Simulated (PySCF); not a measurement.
C2H7BF2Si2.
Atom-mapped SMILES: `[F:1][B:2]([F:3])[SiH:4]1[CH2:5][SiH2:6][CH2:7]1` (hydrogens: H8 on Si4; H9, H10 on C5; H11, H12 on Si6; H13, H14 on C7)

Geometry (GFN2-xTB, Å), atoms numbered from 1 in this order:
```xyz
14
C2H7BF2Si2 angstrom
F      3.590    0.489   -0.272
B      2.301    0.780   -0.234
F      2.087    2.075   -0.388
Si     0.863   -0.543    0.019
C     -0.427   -0.084    1.379
Si    -1.835    0.105    0.090
C     -0.577   -0.423   -1.258
H      1.341   -1.929    0.169
H     -0.597   -0.872    2.106
H     -0.205    0.817    1.945
H     -2.954   -0.822    0.273
H     -2.336    1.472   -0.057
H     -0.434    0.303   -2.055
H     -0.816   -1.366   -1.740
```

A PySCF run (density fitting, gas phase, GFN2-xTB geometry) gave HOMO -6.65 eV, LUMO -2.12 eV, dipole 1.03 D and E = -883.411 Eh.

Task: Which of these levels was it?
A. PW91/def2-SVPD
B. B3LYP/def2-SVPD
C. OPBE/def2-SVP
D. PBE0/STO-3G
E. PBE0/pcSseg-1

Result: C. It is OPBE/def2-SVP. All candidates on this geometry:

```csv
level and settings,kind,basis functions,SCF cycles,E (Eh),HOMO (eV),LUMO (eV),dipole (D)
"PW91/def2-SVPD, energy threshold 1e-06 Eh, fitting basis def2-universal-jkfit",GGA,210,8,-883.5240,-6.78,-2.52,1.36
OPBE/def2-SVP,GGA,141,14,-883.4110,-6.65,-2.12,1.03
B3LYP/def2-SVPD,global hybrid,210,13,-883.7090,-7.71,-1.77,1.42
PBE0/pcSseg-1,global hybrid,168,12,-883.4480,-7.94,-1.49,1.36
"PBE0/STO-3G, grid level 4",global hybrid,50,11,-872.7304,-4.99,3.22,0.15
```

The nearest other candidate, by the summed differences of HOMO and LUMO, is PW91/def2-SVPD: its HOMO differs by -0.13 eV and its LUMO by -0.40 eV. Cycle counts include a coarse-grid stage where the run had one.
